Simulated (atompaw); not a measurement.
# cadmium: variants of one PAW (atompaw) potential

Base potential:

atompaw 4.2.0.5 input, output lines left out:

```
Cd 48
GGA-PBE scalarrelativistic loggrid 1500 logderivrange -7 5 301
5 5 4 0 0 0
5 1 0
0 0 0
c
c
c
c
v
c
c
v
v
c
v
2
1.95 1.90 1.45 1.55
y
1.25
n
n
y
2.9
n
custom rrkj gramschmidtortho sinc
bessel
1.95
1.95
1.50
1.95
1.95
1.95
```

All-electron outer shells of the reference configuration (PBE, scalar-relativistic, ld1.x):

| shell | level (eV) | outermost node (bohr) | outermost maximum (bohr) |
| --- | --- | --- | --- |
| 3d | -393.64 | – | 0.27 |
| 4s | -105.92 | 0.43 | 0.79 |
| 4p | -66.97 | 0.43 | 0.84 |
| 4d | -11.73 | 0.42 | 0.98 |
| 5s | -5.66 | 1.07 | 2.35 |
| 5p | -1.18 | 1.20 | 3.33 |

Cutoffs, loose and tight: the cutoffs (Ry, on a coarse ladder) from which the occupation-weighted sum of valence levels, in a spherical-Bessel basis at the reference potential, stays within 10 and 1 mRy of its value at 400 Ry. They see the waves, projectors and local potential, not the compensation charge or the core. A dash means not determined.

A true bound ghost makes a file unfit for plane-wave use even where its test errors are small: the radial tests pick states by their node count and pass the ghost by.

| change | outcome | cutoff, loose | cutoff, tight | bound ghosts |
| --- | --- | --- | --- | --- |
| base | generated | 45 Ry | 70 Ry | s |
| local potential bessel scheme, radius 0.80 bohr | generated | 40 Ry | 70 Ry | s |
| local potential bessel scheme, radius 0.94 bohr | generated | 40 Ry | 70 Ry | s |
| local potential bessel scheme, radius 1.10 bohr | generated | 45 Ry | 70 Ry | s |
| local potential bessel scheme, radius 1.16 bohr | generated | 45 Ry | 70 Ry | s |
| local potential bessel scheme, radius 1.30 bohr | generated | 45 Ry | 70 Ry | s |
| local potential bessel scheme, radius 1.40 bohr | generated | 45 Ry | 70 Ry | s |
| local potential bessel scheme, radius 1.50 bohr | generated | 45 Ry | 70 Ry | s |
| local potential bessel scheme, radius 1.66 bohr | generated | 45 Ry | 70 Ry | s |
| local potential bessel scheme, radius 1.80 bohr | generated | 45 Ry | 70 Ry | none |
| local potential bessel scheme, radius 1.88 bohr | generated | 45 Ry | 70 Ry | none |

Reading the sweep of the r_vloc (base included, trends over the rows without a ghost): Bound ghosts are found at 0.8, 0.94, 1.1, 1.16, 1.3, 1.4, 1.45, 1.5, 1.66 bohr.
